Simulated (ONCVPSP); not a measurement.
**Before and after: ONCV potential for Co (Z = 27)**

ONCVPSP 4.0.1 input, shortened (lines: element, Z, core and valence counts, functional; n l f; lmax; l rc ep ncon nbas qcut; lloc lpopt rc5 dvloc0; l nproj debl; icmod fcfact rcfact), PBE, fully relativistic:

```
  Co 27.00    5    2        4      upf
    1    0    2.00
    2    0    2.00
    2    1    6.00
    3    0    2.00
    3    1    6.00
    3    2    7.00
    4    0    2.00
    2
    0    2.40    0.00    3    7    2.70
    1    2.55    0.20    4    8    3.40
    2    1.00    0.00    4    8   13.70
    4    1    0.90   -1.00
    0    1    1.10
    1    2    1.30
    2    3    1.60
    3    2.75    1.60
```

Open shells are filled in proportion to 2j + 1.

In the p channel the program set the typed energies aside and used 0.050, 1.350 Ha (j = l + 1/2; the other j can differ).

Change: d: ncon 5, nbas 9.

Cutoffs: the cutoffs (Ha) at which the residual kinetic energy of the hardest occupied pseudo-wave falls to 1 and 0.1 mHa per electron; they do not see the model core or the augmentation charge, which bear on the density cutoff. Errors are all-electron minus pseudo energies relative to the spin-unpolarised reference configuration.

Problem. What does the change do?

Solution. The potential gets harder (81 Ha and 93 Ha → 87 Ha and 180 Ha); both files keep a bound ghost (s); the errors of the 4 common tests hardly move.

```tsv
quantity	base	changed
cutoff, loose	81 Ha	87 Ha
cutoff, tight	93 Ha	180 Ha
loose cutoff by channel	s 3.8 Ha, d 81 Ha	s 3.8 Ha, d 87 Ha
bound ghosts	s	s
GHOST(+) flags under 300 eV	p3/2 at 51.6 eV, p1/2 at 53.9 eV	p3/2 at 51.6 eV, p1/2 at 53.9 eV
error for 3d7 4s1, meV [ΔE 9.03 eV]	-16	-17
error for 3d7 4s0, meV [ΔE 25.82 eV]	-156	-156
error for 3d6 4s0, meV [ΔE 61.69 eV]	-460	-463
error for 3d7 4s1 4p1, meV [ΔE 4.35 eV]	-6.1	-6.2
s: phases at 2.43 bohr within 0.05 rad from the reference energy up to (Ha; the scan ends near 5)	1.1	1.1
p3/2: phases at 2.60 bohr within 0.05 rad from the reference energy up to (Ha; the scan ends near 5)	1.8	1.8
p1/2: phases at 2.60 bohr within 0.05 rad from the reference energy up to (Ha; the scan ends near 5)	1.9	1.9
d5/2: phases at 1.01 bohr within 0.05 rad from the reference energy up to (Ha; the scan ends near 5)	to the end of the scan	to the end of the scan
d3/2: phases at 1.01 bohr within 0.05 rad from the reference energy up to (Ha; the scan ends near 5)	to the end of the scan	to the end of the scan
rms error of d²Exc/dni dnj with the model core, mHa	7.46	7.49
```

 A true bound ghost makes a file unfit for plane-wave use even where its test errors are small: the radial tests pick states by their node count and pass the ghost by.
